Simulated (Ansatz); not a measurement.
BEt3 (C6H15B), 22 atoms. Hardware: 4 threads of Arm Neoverse V1 on a shared host.

Correlated methods freeze 7 core orbitals.

(1) How many basis functions does each of these Ansatz runs have, and roughly what does it cost? PBE0-D4/def2-SVP, charge 0 singlet, energy, from earlier orbitals; PBE-D4/def2-SVP, charge 0 singlet, relaxation, 23 steps; PBE0-D4/def2-TZVP, charge 0 singlet, energy, from earlier orbitals; CCSD(T)/def2-SVP, charge 0 singlet, energy, from earlier orbitals; r2SCAN-D4/def2-TZVP, charge 0 singlet, energy, from earlier orbitals; PBE-D4/def2-TZVP, charge 0 singlet, energy and forces, from earlier orbitals; ωB97X-V/def2-TZVP, charge 0 singlet, energy, from earlier orbitals; MP2/def2-TZVP, charge 0 singlet, energy, from earlier orbitals; HF/def2-TZVP, charge 0 singlet, energy, from earlier orbitals; PBE-D4/def2-SVP, charge 0 singlet, energy, from earlier orbitals; CAM-B3LYP-D4/def2-TZVP, charge 0 singlet, energy, from earlier orbitals.

Results:

(1) Other jobs shared the machine, so times can vary by a factor of up to 3. A dash marks memory too small to be measured apart from the calling script's.

```tsv
run	functions	fitting or Cholesky vectors	wall time	peak host memory (GiB)
PBE-D4/def2-SVP, charge 0 singlet, energy, from earlier orbitals	173	1972	2.3 s	–
PBE0-D4/def2-SVP, charge 0 singlet, energy, from earlier orbitals	173	1972	3.1 s	–
HF/def2-TZVP, charge 0 singlet, energy, from earlier orbitals	307	2283	4.1 s	1
PBE-D4/def2-TZVP, charge 0 singlet, energy and forces, from earlier orbitals	307	1909	6 s	–
MP2/def2-TZVP, charge 0 singlet, energy, from earlier orbitals	307	2127	7.5 s	1.1
PBE0-D4/def2-TZVP, charge 0 singlet, energy, from earlier orbitals	307	1909	8 s	0.98
CAM-B3LYP-D4/def2-TZVP, charge 0 singlet, energy, from earlier orbitals	307	1909	8 s	1.2
r2SCAN-D4/def2-TZVP, charge 0 singlet, energy, from earlier orbitals	307	1909	9 s	–
ωB97X-V/def2-TZVP, charge 0 singlet, energy, from earlier orbitals	307	1909	17 s	1.3
PBE-D4/def2-SVP, charge 0 singlet, relaxation, 23 steps	173	1972	44 s	–
CCSD(T)/def2-SVP, charge 0 singlet, energy, from earlier orbitals	173	1808	86 s	2.3
```
